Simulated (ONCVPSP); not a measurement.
**lutetium (Lu), ONCV: configuration errors across variants**

- Element: lutetium (Lu)
- Generator: ONCVPSP 4.0.1
- Type: optimised norm-conserving Vanderbilt (ONCV)
- Functional: LDA (Perdew-Wang 92)
- Relativity: fully relativistic
- Frozen core: [Kr] 4d10
- Valence charge: 25
- Reference configuration: 4f13 5s2 5p6 5d2 6s2
- Partial waves: 5s+6s: rc 2.15 bohr, ncon 4, nbas 8, qcut 5.1 1/bohr, 2 projectors; 5p: rc 1.30 bohr, ncon 4, nbas 8, qcut 6.2 1/bohr, 2 projectors, debl 2.4 Ha; 5d: rc 1.90 bohr, ncon 4, nbas 9, qcut 5.9 1/bohr, 2 projectors, debl 0.8 Ha; 4f: rc 1.10 bohr, ncon 3, nbas 7, qcut 15.7 1/bohr, 1 projector
- Local potential: polynomial inside 0.75 bohr (lpopt 5, dvloc0 3 Ha)
- Core correction: Teter function, fcfact 6, rcfact 1.8

Open shells are filled in proportion to 2j + 1.

All-electron excitation energies from the reference (eV): (1) 4f14 5s2 5p6 5d1 6s2 -10.827; (2) 4f14 5s2 5p6 5d1 6s1 -3.250; (3) 4f14 5s2 5p6 5d1 6s0 10.316; (4) 4f14 5s2 5p6 5d1 6s0 6p1 1.086.

3 further variants failed, have other tests or another functional or relativity, and are left out.

A true bound ghost makes a file unfit for plane-wave use even where its test errors are small: the radial tests pick states by their node count and pass the ghost by.

Errors AE − PS in meV (a dash: test not solved or not reliable):

```csv
change,(1),(2),(3),(4),bound ghosts,GHOST(+) flags above zero
base,-18,+26,+90,+84,s,"p3/2, d5/2, p1/2, d3/2"
"core correction Teter function, fcfact 6, rcfact 1.18",-0.3,+44,+108,+103,s,"p3/2, d5/2, p1/2, d3/2"
d: rc 2.2,-22,+22,+87,+81,s,"p3/2, d5/2, p1/2"
p: rc 0.98,-39,+5.8,+70,+66,"s, p3/2","p3/2, d5/2, p1/2, d3/2"
"core correction Teter function, fcfact 3.25, rcfact 1.25",+2.4,+47,+110,+105,s,"p3/2, d5/2, p1/2, d3/2"
p: qcut 8.3,-35,+11,+76,–,s,"p3/2, d5/2, p1/2, d3/2"
s: qcut 4.8; p: qcut 5.9; d: qcut 5.6; f: qcut 14.8,+7.8,+54,+119,+112,s,"p3/2, d5/2, p1/2, d3/2"
p: qcut 3.7,-6.4,+37,+100,+92,s,"p3/2, d5/2, p1/2, d3/2"
"local potential polynomial inside 1.05 bohr (lpopt 1, dvloc0 4 Ha)",-35,+8.6,+71,+65,none,s
```

Problem. Give the same row for: d: ncon 3, nbas 8.

Solution. -19, +25, +89, +83; bound ghosts: s; GHOST(+) flags above zero: p3/2, d5/2, p1/2, d3/2.
